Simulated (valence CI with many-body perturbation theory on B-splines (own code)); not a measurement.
Ladder of approximations for Gd XIV

Calculated by relativistic CI+MBPT: five valence electrons over a frozen Dirac-Fock core [Kr] 4d10, a basis of 7 s, 7 p, 7 d, 7 f, 4 g, 2 h functions for each j, with the one-electron correlation potential Σ1, the two-electron term Σ2, the three-electron term Σ3, Breit, model QED; selected CI, second order for the rest, scaled by the run's own slope (own B-spline code, finite nucleus).

No measured spectrum was set against this ion. As an estimate, terms of the open shell hold to a few per cent of their energy, and close levels can change places; configurations with another count of f electrons can be misplaced by thousands of cm⁻¹. Core correlation moves these levels by up to 46000 cm⁻¹, and in measured spectra 5 to 20 % of such shifts remained as error; rates that hang on mixing are uncertain with them. Among the levels kept, up to 740 cm⁻¹ of a level comes from second order outside the variational space, and about a tenth of that is noise between levels of different J, which matters for small intervals. The lowest computed level is not the ground level that NIST lists (6H°5/2, for many ions itself from theory).

Each rung adds one term. CI alone is the Dirac-Coulomb CI over the frozen core; QED comes last and gives the full result, which names the levels. Energies are above 4f3 5s2 4I°_9/2 on the same rung, in cm⁻¹.

Names give the largest LS component (configuration and term), which can be under half, so a name can repeat, a term be missing and a line seem to break the LS rules; names also repeat where a configuration has a term twice. Letters in brackets count levels of one name in rising energy.

| Level | CI alone |
| --- | --- |
| 4f3 5s2 4I°_11/2 | 4451 |
| 4f3 5s2 4I°_13/2 | 9049 |
| 4f3 5s2 4I°_15/2 | 13706 |
| 4f3 5s2 4F°_3/2 | 21285 |
| 4f3 5s2 2H°_9/2 [a] | 22242 |
| 4f3 5s2 4F°_5/2 | 23912 |
| 4f3 5s2 4S°_3/2 | 25034 |
| 4f3 5s2 4F°_7/2 | 25921 |
| 4f3 5s2 4F°_9/2 | 28689 |
| 4f3 5s2 2H°_11/2 [a] | 29746 |
| 4f3 5s2 4G°_5/2 | 32182 |
| 4f3 5s2 2G°_7/2 | 31852 |
| 4f3 5s2 2K°_13/2 | 35456 |
| 4f3 5s2 4G°_7/2 | 36193 |
| 4f3 5s2 4G°_9/2 | 37520 |
| 4f4 5s 6I_7/2 | 85618 |

Problem. What do these energies become with core correlation, Breit and QED?

Solution. 4f3 5s2 4I°_11/2 4762 (+311); 4f3 5s2 4I°_13/2 9573 (+524); 4f3 5s2 4I°_15/2 14354 (+648); 4f3 5s2 4F°_3/2 20586 (-698); 4f3 5s2 2H°_9/2 [a] 22307 (+65); 4f3 5s2 4F°_5/2 23409 (-503); 4f3 5s2 4S°_3/2 25512 (+478); 4f3 5s2 4F°_7/2 25528 (-394); 4f3 5s2 4F°_9/2 28656 (-33); 4f3 5s2 2H°_11/2 [a] 30388 (+642); 4f3 5s2 4G°_5/2 31077 (-1105); 4f3 5s2 2G°_7/2 31727 (-125); 4f3 5s2 2K°_13/2 34809 (-647); 4f3 5s2 4G°_7/2 35879 (-314); 4f3 5s2 4G°_9/2 37170 (-349); 4f4 5s 6I_7/2 37444 (-48175).

Problem. How does the ionisation energy move along the ladder, and which term matters most?

Solution. CI alone 260.15, + Σ1 262.12, + Σ2 263.06, + Σ3 262.88, + Breit 262.74, + QED 262.63 eV. The largest step is Σ1, 1.97 eV. NIST lists 268 ± 14 eV (theoretical).
